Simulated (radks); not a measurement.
Values are calculated unless marked as measured or tabulated.
Problem. Species: the dysprosium ion Dy4+. Configuration: [Xe] 4f8. Code: a radial shooting solver on a logarithmic mesh with Libxc functionals. Model: Dirac Kohn-Sham, BLYP, spin-unpolarised, spherical densities, point nucleus; open shells fill j = l - 1/2 first. Some entries of the table are withheld. Estimate them.

orbital  occ.  eigenvalue (eV)  <r> (bohr)  <r^2> (bohr^2)
1s1/2       2        -53661.54     0.02111       0.0006092
2s1/2       2        -8976.065     0.08921        0.009460
2p1/2       2              (1)     0.07437             (2)
2p3/2       4              (3)     0.08143             (4)
3s1/2       2        -2041.028         (5)         0.06278
3p1/2       2        -1850.470      0.2238         0.05829
3p3/2       4        -1684.311      0.2372         0.06524
3d3/2       4        -1356.878      0.2097         0.05173
3d5/2       6        -1320.608      0.2138         0.05366
4s1/2       2        -447.0605      0.5286          0.3156
4p1/2       2        -371.8337      0.5387          0.3304
4p3/2       4        -334.3643      0.5688          0.3681
4d3/2       4        -210.3959         (6)          0.4160
4d5/2       6        -203.5580         (7)          0.4306
5s1/2       2              (8)       1.247           1.744
5p1/2       2         -73.0851       1.372           2.121
5p3/2       4         -67.4136       1.453           2.380
4f5/2       6         -55.1419      0.7587          0.7272
4f7/2       2         -54.1303      0.7678          0.7454
5d3/2       0         -38.1184       1.912           4.168
5d5/2       0         -37.4957       1.944           4.305
6s1/2       0         -33.2185       2.791           8.637

Solution. 
(1) 2p1/2 eigenvalue (eV): -8538.923
(2) 2p1/2 <r^2> (bohr^2): 0.006846
(3) 2p3/2 eigenvalue (eV): -7738.487
(4) 2p3/2 <r^2> (bohr^2): 0.008073
(5) 3s1/2 <r> (bohr): 0.2341
(6) 4d3/2 <r> (bohr): 0.5989
(7) 4d5/2 <r> (bohr): 0.6094
(8) 5s1/2 eigenvalue (eV): -94.8227
